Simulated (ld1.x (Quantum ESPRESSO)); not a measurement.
**zinc ultrasoft: all-electron and pseudo phase curves**

```
Element                 : Zn (Z = 30)
Generator               : ld1.x (Quantum ESPRESSO) 7.5
Type                    : ultrasoft
Functional              : LDA (PZ)
Relativity              : scalar-relativistic
Frozen core             : [Ar]
Valence charge          : 12
Reference configuration : 3d10 4s1.75 4p0.25
Partial waves           : 4s (bound): rcut 1.70, rcutus 2.20 bohr; 4s channel at 2.1 Ry: rcut 1.70, rcutus 2.20 bohr; 4p (bound): rcut 2.30, rcutus 2.45 bohr; 4p channel at 1.4 Ry: rcut 2.30, rcutus 2.45 bohr; 3d (bound): rcut 0.90, rcutus 1.20 bohr; 3d channel at 0.05 Ry: rcut 0.90, rcutus 1.20 bohr
Local potential         : all-electron potential smoothed inside 1.10 bohr (lloc = -1)
Core correction         : none
Augmentation charge     : built from norm-conserving waves at rcut, not smoothed further
```

The phase is arctan(r·u′/u) with u = r·R(r), unwrapped; energies in Ry, scanned from -3 to 5 Ry. A pole is an energy at which the radial function vanishes at the test radius. The pseudo phase is shifted by a multiple of π to meet the all-electron one at the reference energy, and phase errors are pseudo minus all-electron; the curves can meet again beyond the range given. Levels narrower than the energy grid can be missing from the lists of poles.

| channel | radius (bohr) | reference energy (Ry) | poles, all-electron | poles, pseudo | unbroken range about the reference energy with phases within 0.05 rad | phase error 1 Ry above the reference energy (rad) |
| --- | --- | --- | --- | --- | --- | --- |
| s | 2.67 | -0.49 | 0.74 | 0.74 | below 3.8 | -0.000 |
| p | 2.67 | -0.11 | 1.78 | 1.78 | below 4.1 | -0.000 |
| d | 2.67 | -0.81 | -0.75, 3.67 | -0.75, 3.66 | the whole range | -0.000 |

Note: ghost state, extra bound levels that the all-electron valence spectrum of the same l lacks: s at -95.6 eV. A true bound ghost makes a file unfit for plane-wave use.

Phases in the s channel:

```json
{"E (Ry)": "-3.00", "all-electron": "1.313", "pseudo": "1.313"}
{"E (Ry)": "-2.76", "all-electron": "1.296", "pseudo": "1.296"}
{"E (Ry)": "-2.52", "all-electron": "1.276", "pseudo": "1.276"}
{"E (Ry)": "-2.28", "all-electron": "1.250", "pseudo": "1.250"}
{"E (Ry)": "-2.04", "all-electron": "1.217", "pseudo": "1.217"}
{"E (Ry)": "-1.80", "all-electron": "1.172", "pseudo": "1.172"}
{"E (Ry)": "-1.56", "all-electron": "1.107", "pseudo": "1.107"}
{"E (Ry)": "-1.32", "all-electron": "1.003", "pseudo": "1.003"}
{"E (Ry)": "-1.08", "all-electron": "0.817", "pseudo": "0.817"}
{"E (Ry)": "-0.84", "all-electron": "0.429", "pseudo": "0.428"}
{"E (Ry)": "-0.60", "all-electron": "-0.301", "pseudo": "-0.301"}
{"E (Ry)": "-0.36", "all-electron": "-0.929", "pseudo": "-0.929"}
{"E (Ry)": "-0.12", "all-electron": "-1.232", "pseudo": "-1.232"}
{"E (Ry)": "0.12", "all-electron": "-1.386", "pseudo": "-1.386"}
{"E (Ry)": "0.36", "all-electron": "-1.478", "pseudo": "-1.478"}
{"E (Ry)": "0.60", "all-electron": "-1.541", "pseudo": "-1.541"}
{"E (Ry)": "0.84", "all-electron": "-1.588", "pseudo": "-1.589"}
{"E (Ry)": "1.08", "all-electron": "-1.627", "pseudo": "-1.628"}
{"E (Ry)": "1.32", "all-electron": "-1.662", "pseudo": "-1.662"}
{"E (Ry)": "1.56", "all-electron": "-1.695", "pseudo": "-1.695"}
{"E (Ry)": "1.80", "all-electron": "-1.728", "pseudo": "-1.728"}
{"E (Ry)": "2.04", "all-electron": "-1.764", "pseudo": "-1.764"}
{"E (Ry)": "2.28", "all-electron": "-1.805", "pseudo": "-1.805"}
{"E (Ry)": "2.52", "all-electron": "-1.854", "pseudo": "-1.854"}
{"E (Ry)": "2.76", "all-electron": "-1.918", "pseudo": "-1.917"}
{"E (Ry)": "3.00", "all-electron": "-2.008", "pseudo": "-2.004"}
{"E (Ry)": "3.24", "all-electron": "-2.143", "pseudo": "-2.135"}
{"E (Ry)": "3.48", "all-electron": "-2.368", "pseudo": "-2.350"}
{"E (Ry)": "3.72", "all-electron": "-2.762", "pseudo": "-2.723"}
{"E (Ry)": "3.96", "all-electron": "-3.332", "pseudo": "-3.274"}
{"E (Ry)": "4.20", "all-electron": "-3.822", "pseudo": "-3.775"}
{"E (Ry)": "4.44", "all-electron": "-4.113", "pseudo": "-4.081"}
{"E (Ry)": "4.68", "all-electron": "-4.280", "pseudo": "-4.258"}
{"E (Ry)": "4.92", "all-electron": "-4.384", "pseudo": "-4.368"}
```
